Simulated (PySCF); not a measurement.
Hexafluorocyclopropane, C₃F₆.
SMILES: `FC1(C(F)(C1(F)F)F)F`

Method: TDDFT PBE0/def2-SVPD, vertical, gas phase, core orbitals frozen in the response in PySCF 2.14.0, density-fitted response routines. Geometry: GFN2-xTB; no solvent, vibrations or thermal averaging.

Each state is given a Gaussian of 0.4 eV full width at half maximum, with ε(max) = 2.175×10⁸ f / Δν̃ (Δν̃ the width in cm⁻¹). The width is an assumption, not a result. The curve ends short of the highest state used, and states not computed would add to its high-energy end.

```csv
E (eV),ε (L mol⁻¹ cm⁻¹)
6.44,0
6.53,0
6.63,0
6.72,0
6.81,0
6.90,0
6.99,0
7.08,0
7.17,0
7.26,0
7.35,0
7.45,0
7.54,0
7.63,0
7.72,0
7.81,0
7.90,1
7.99,7
8.08,32
8.18,131
8.27,343
8.36,678
8.45,1010
8.54,1138
8.63,967
8.72,621
8.81,301
8.91,97
9.00,26
9.09,5
9.18,1
9.27,0
9.36,0
9.45,0
9.54,2
9.64,16
```

**Question.** Locate the maxima and give the states behind the curve.

**Answer.** 145 nm (8.53 eV), ε about 1100, made up of S3 (50%) and S4 (50%) (ε in L mol⁻¹ cm⁻¹; maxima over ε = 5, shares over 10%). At its high-energy end, 9.64 eV, the curve is still rising (ε about 16, from S6 and S7). The states used: S1 7.04 eV (f 0.0000); S2 7.05 eV (f 0.0000); S3 8.53 eV (f 0.0084); S4 8.54 eV (f 0.0085); S5 10.15 eV (f 0.0000); S6 10.23 eV (f 0.056); S7 10.24 eV (f 0.056).

**Question.** Coming from long wavelengths, where does ε first pass 100 L mol⁻¹ cm⁻¹?

**Answer.** At about 152 nm (8.16 eV), 1.12 eV above S1.

**Question.** What would ε be at 8.53 eV, the highest of these maxima, with half the width (0.2 eV)?

**Answer.** About 2280 L mol⁻¹ cm⁻¹ against 1140, a factor of about 2.00; a lone state at its own centre would give exactly 2.
